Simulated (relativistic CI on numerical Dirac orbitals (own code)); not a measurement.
## Spin-allowed bands of a d3 ion in an octahedral site, by hand

Problem. Take Δ = 25500 cm⁻¹ and B = 880 cm⁻¹ for a d3 ion in an octahedral site. Calculate the three spin-allowed bands.

Working.
1. The terms of highest spin are 4F (energy 0) and 4P (15B = 13200 cm⁻¹). Here the F term splits into A2 at −1.2Δ = -30600, T2 at −0.2Δ = -5100 and T1 at +0.6Δ = 15300 cm⁻¹.
2. The two T1 states mix through the element 0.4Δ: H = [[15300, 10200], [10200, 13200]], with roots ½(H₁₁ + H₂₂) ∓ ½√[(H₂₂ − H₁₁)² + 4H₁₂²] = ½(28500) ∓ ½(20508) = 3996 and 24504 cm⁻¹.
3. The ground term is 4A2 at -30600 cm⁻¹.
4. Bands: 4T2 25500 cm⁻¹ (392 nm), 4T1(F) 34596 cm⁻¹ (289 nm), 4T1(P) 55104 cm⁻¹ (181 nm).

Check. Exact diagonalisation of the whole d3 shell with these parameters gives 4T2 25500, 4T1 34596, 4T1 55104 cm⁻¹. The match is exact, since without spin-orbit coupling no other term has this spin. The ratio of the second band to the first, 1.357, depends on Δ/B = 29.0 alone, which is how a Tanabe-Sugano diagram is read.
